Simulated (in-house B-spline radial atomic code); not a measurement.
The numbers below are computed, except where a source is named.
# Correlation energy from the adiabatic connection: −Z exp(−kr)/r, Z = 1.42, k = 0.177

Two electrons in a singlet, external potential −Z exp(−kr)/r, Z = 1.42, k = 0.177 (atomic units). Full CI in B-splines (partial waves to l = 8, correlation up to 0.6 % small) with the density held fixed gives W(λ) = <V_ee>_λ − U, and E_c is the integral of W(λ) − W(0) from 0 to 1.

```
   λ  W(λ) − W(0) (hartree)
   0                0.00000
0.02               -0.00206
0.05               -0.00509
0.12               -0.01190
0.25               -0.02366
 0.4               -0.03594
 0.6               -0.05048
 0.8               -0.06324
   1               -0.07451
```

(1) Integrate the table by the trapezoid rule.

(2) Now use only three numbers: W(0) = -0.63517, the initial slope W'(0) = -0.1037 (extrapolated from the first points) and the strong-coupling limit of the point-charge-plus-continuum model, W∞ = -0.91414. What do second-order theory and the interpolation W(λ) = W∞ + (W(0) − W∞)/√(1 + 2χλ) of Seidl, Perdew and Levy give?

Answers

(1) The strips give -0.00002, -0.00011, -0.00059, -0.00231, -0.00447, -0.00864, -0.01137, -0.01377, which sum to -0.04129 hartree. The direct value, W(1) − W(0) + T_c with T_c = 0.03311, is -0.04140; the curve is convex, so chords lie above it and the trapezoids fall short in size by 0.27 %.

(2) Second order keeps the slope alone: E_c = W'(0)/2 = -0.05185, +25 % in size against -0.04140. Matching the slope fixes χ = W'(0)/(W∞ − W(0)) = -0.1037/(-0.27897) = 0.37172. Integrating, with s = √(1 + 2χ) = 1.320397, E_c = −(W(0) − W∞)(s − 1)/(s + 1) = −0.27897 × 0.320397/2.320397 = -0.03852 hartree, -7.0 % in size against the full result. At λ = 1 the formula gives W − W(0) = -0.06769 against -0.07451. Part of the miss can come from the model's W∞.
